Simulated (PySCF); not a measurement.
## A search over the determinants of ZnC

Unrestricted PBE0; PySCF, no relativity, basis sets Zn pcseg-1, C pcseg-1. Outer shells of the fragments: Zn 3d10 4s2; C 2s2 2p2.

Followed along the bond (rough minima from three points):

| 2Ms+1 | unpaired | ⟨S²⟩ at the start | R at minimum (Å) | Te (eV) |
| --- | --- | --- | --- | --- |
| 3 | π ↑↑ | 2.27 | 2.01 | 0.00 |
| 1 | π ↑↓ | 1.00 | 2.02 | 0.51 |
| 3 | σ ↑, π ↑ | 2.01 | none in the scan | ≤ 1.02 |
| 1 | σ ↓, π ↑ | 1.01 | none in the scan | ≤ 1.24 |

Solutions found at the starting distance of 1.900 Å, counted from the lowest of them; the search is not exhaustive and high or unbound solutions are not listed, so other states can lie among these:

| 2Ms+1 | unpaired | term | E (eV) | ⟨S²⟩ | ⟨Lz²⟩ | μ (D) |
| --- | --- | --- | --- | --- | --- | --- |
| 3 | π ↑↑ | ³Σ⁻ | 0.00 | 2.27 | 0.00 | -3.36 |
| 1 | π ↑↓ | mixed | 0.51 | 1.00 | 2.01 | -3.67 |
| 3 | σ ↑, π ↑ | ³Π | 1.32 | 2.01 | 1.00 | -1.30 |
| 1 | σ ↓, π ↑ | mixed | 1.49 | 1.01 | 1.00 | -1.51 |
| 1 | none | mixed | 1.75 | 0.00 | 2.00 | -3.78 |
| 3 | σ ↑↑, π ↑↓ | mixed | 2.04 | 3.01 | 2.01 | -2.77 |
| 1 | σ ↓↓, π ↑↑ | mixed | 2.22 | 2.01 | 0.00 | -3.04 |
| 3 | σ ↑, π ↑ | ³Π | 3.05 | 2.02 | 1.01 | -5.20 |
| 1 | σ ↓, π ↑ | mixed | 3.38 | 1.02 | 1.01 | -5.01 |

A term symbol is given only where ⟨S²⟩ and ⟨Lz²⟩ are close to those of a pure state; real π, δ and φ orbitals otherwise mix terms. A positive dipole means Zn(−)C(+).
